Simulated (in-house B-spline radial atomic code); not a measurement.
Results of a calculation; reference values are marked as such.
## Extrapolating the RPA correlation energy in partial waves: the zirconium ion Zr⁴⁺

All-electron RPA on PBE orbitals from an all-electron radial atomic-structure program (B-spline basis), scalar-relativistic (spin-free one-electron X2C), finite nucleus, configuration [Ar] 3d10 4s2 4p6. With empty states up to angular momentum L the sums are:

```csv
L,E_c(L) (hartree)
4,-2.400106
5,-2.554272
6,-2.629041
7,-2.668405
```

For large l each further wave adds A/(l + 1/2)⁴, because the basis must build the cusp where two electrons meet.

(1) Estimate the limit from L = 6 and L = 7.

(2) How good is the estimate?

## Answers

(1) Wave 7 adds -0.039364, against a sum of (l + 1/2)⁻⁴ of 3.16049e-04, so A = -124.55. The sum over l > 7 is ζ(4, 8.5) = 6.4602e-04, close to 1/(3 × 8³) = 6.5104e-04. The tail is -0.080462 and the limit -2.74887 hartree.

(2) A run to L = 11 sums to -2.71643 and extrapolates to -2.73439 hartree, 1.31 millihartree from the run before, so it has not settled and is itself too deep. The estimate differs from that by -14.47 millihartree, while the bare sum at L = 7 misses 66.0 millihartree (2.4 %).
